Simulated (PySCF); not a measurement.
Simulated absorption spectrum

Compound: C4H7NS2Si.
Cartesian coordinates in Å at the GFN2-xTB level; atoms count from 1:
```
atom  x, y, z in Å
C1    -3.0330    0.8069   -0.1893
C2    -3.0298   -0.4996   -0.3787
S3    -1.6546   -1.5864   -0.4368
Si4    0.0253   -0.3114   -0.0950
S5     1.6971   -1.6522   -0.1268
C6     3.0609   -0.4407   -0.3682
C7     2.9744    0.6286    0.5777
N8     2.8581    1.4782    1.3342
H9    -2.1367    1.3819   -0.0378
H10   -3.9623    1.3499   -0.1789
H11   -3.9429   -1.0547   -0.5286
H12    0.2002    0.6301   -1.1950
H13   -0.0577    0.3330    1.2055
H14    3.9860   -1.0012   -0.2281
H15    3.0108   -0.0543   -1.3875
```

Method used: TDDFT B3LYP/def2-SVPD, vertical, gas phase, core orbitals frozen in the response (PySCF 2.14.0, density-fitted response routines).

Each state is given a Gaussian of 0.3 eV full width at half maximum, with ε(max) = 2.175×10⁸ f / Δν̃ (Δν̃ the width in cm⁻¹). The width is an assumption, not a result. The curve ends short of the highest state used, and states not computed would add to its high-energy end.

E (eV), ε (L mol⁻¹ cm⁻¹) and a bar:
```
     4.29          1 
     4.31          2 
     4.33          3 
     4.35          4 
     4.38          9 
     4.40         14 
     4.42         20 
     4.44         30 
     4.47         50 
     4.49         69 
     4.51         92 
     4.53        121 #
     4.55        154 #
     4.58        212 #
     4.60        255 #
     4.62        299 #
     4.64        341 #
     4.66        381 ##
     4.69        429 ##
     4.71        451 ##
     4.73        464 ##
     4.75        466 ##
     4.78        453 ##
     4.80        434 ##
     4.82        410 ##
     4.84        384 ##
     4.86        358 ##
     4.89        326 #
     4.91        311 #
     4.93        304 #
     4.95        304 #
     4.98        318 #
     5.00        334 #
     5.02        353 ##
     5.04        373 ##
     5.06        391 ##
     5.09        410 ##
     5.11        415 ##
     5.13        412 ##
     5.15        402 ##
     5.17        385 ##
     5.20        352 ##
     5.22        329 #
     5.24        310 #
     5.26        302 #
     5.29        327 #
     5.31        383 ##
     5.33        488 ##
     5.35        659 ###
     5.37        916 ####
     5.40       1513 #######
     5.42       2089 #########
     5.44       2834 ############
     5.46       3768 ################
     5.49       5541 ########################
     5.51       6962 ##############################
```

(1) Locate the maxima and give the states behind the curve.

(2) Coming from long wavelengths, where does ε first pass 100 L mol⁻¹ cm⁻¹?

(3) On this curve, what absorbance would a 10⁻³ mol/L sample give at 266 nm over a 1 cm path?

Answers

(1) 261 nm (4.75 eV), ε about 470, made up of S1 (98%); 242 nm (5.11 eV), ε about 410, made up of S2 (14%) and S3 (85%) (ε in L mol⁻¹ cm⁻¹; maxima over ε = 5, shares over 10%). At its high-energy end, 5.51 eV, the curve is still rising (ε about 7000, from S5). The states used: S1 4.74 eV (f 0.0051); S2 5.02 eV (f 0.0008); S3 5.13 eV (f 0.0040); S4 5.64 eV (f 0.0089); S5 5.68 eV (f 0.175); S6 5.78 eV (f 0.019); S7 5.81 eV (f 0.024); S8 6.11 eV (f 0.0006).

(2) At about 275 nm (4.52 eV), 0.22 eV below S1.

(3) 266 nm is 4.661 eV, where ε is about 380 L mol⁻¹ cm⁻¹, so A = ε c l ≈ 0.38 (Beer–Lambert, with the gas-phase spectrum and the assumed width).

One conformer stands for the species.
